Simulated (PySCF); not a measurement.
# Telling isomers of C7H8O2 apart by NMR

Computed data (PySCF 2.14): GIAO PBE0/pcSseg-1 shieldings, geometry from GFN2-xTB. One computed conformer, gas phase, equivalent nuclei averaged, relativity neglected.

Referencing at the same level of theory: 1H (σ = 31.72 ppm) and 13C (σ = 186.93 ppm) against TMS. Where no couplings were computed, multiplicities follow the n + 1 count of equivalent neighbours, and m marks all less simple cases (inequivalent or close neighbours, rings, F or P nearby). Acid and N–H amide carbonyl carbons lie up to 10 ppm further downfield in solution (hydrogen bonding). Shifts are as computed. Against solution values, carbons near 30 ppm lie about +3 ppm off and those near 130 ppm about +5 ppm. Of 1211 compounds with measured shifts, 218 miss one by over three times the rms of a fit or turn the order of signals round; such compounds aren't used in these exercises. OH and NH positions are gas-phase values without hydrogen bonding to other molecules.

(1) Tabulate the signals of `CC#C/C=C(\C=O)OC`, `C=C[C@H](C#CC)C(=O)O` and their relative energies.

(2) What is the quickest way to tell CC#C/C=C(\C=O)OC from C=C[C@H](C#CC)C(=O)O?

Answers

(1) 
```tsv
SMILES	carbon types	δC	δH	E rel. (kcal/mol)
CC#C/C=C(\C=O)OC	3×C 2×CH 2×CH3	193.1, 168.0, 121.3, 111.1, 80.9, 60.7, 6.5	10.31 (s, 1H), 6.37 (s, 1H), 4.24 (s, 3H), 2.35 (s, 3H)	22.8
C=C[C@H](C#CC)C(=O)O	3×C 2×CH 1×CH2 1×CH3	174.8, 144.1, 123.0, 88.2, 81.6, 43.9, 4.7	6.49 (m, 1H), 6.02 (br s, 1H), 5.44 (m, 1H), 5.40 (m, 1H), 3.87 (d, 1H), 2.01 (s, 3H)	0.0
```

Energies are electronic energies at PBE0/pcSseg-1 on these geometries, without zero-point or thermal terms, each for the one conformer computed, which needn't be the lowest.

(2) Both give the same number of carbon signals, but DEPT or the intensities differ. The first has a methyl carbon bonded to O (CH3) at 60.7 ppm, the second a terminal =CH2 carbon at 123.0 ppm. Their most deshielded carbons lie at 193.1 and 174.8 ppm. In the proton spectra the most deshielded non-exchanging signals are 10.31 (s, 1H) and 6.49 (m, 1H).
